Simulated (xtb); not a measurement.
F$_{6}$Zr, charge -2, singlet, geometry from GFN2-xTB (such geometries of metal compounds can be far from the true shape).

xtb was given this input:
```
$ xtb mol.xyz --gfn 2 --chrg -2 --uhf 0 --json

# file mol.xyz
7

Zr     0.00000000    -0.00000000    -0.00000000
F      1.22184299    -0.51618369    -1.47939569
F     -1.22184299     0.51618369     1.47939569
F     -1.23887202     0.83032195    -1.31290482
F     -0.95929835    -1.72976223    -0.18875067
F      0.95929835     1.72976223     0.18875067
F      1.23887202    -0.83032195     1.31290482
```

What does this run give for the total energy, HOMO-LUMO gap?


```yaml
total_energy: -31.0326 Eh
HOMO-LUMO gap: 6.11 eV
```
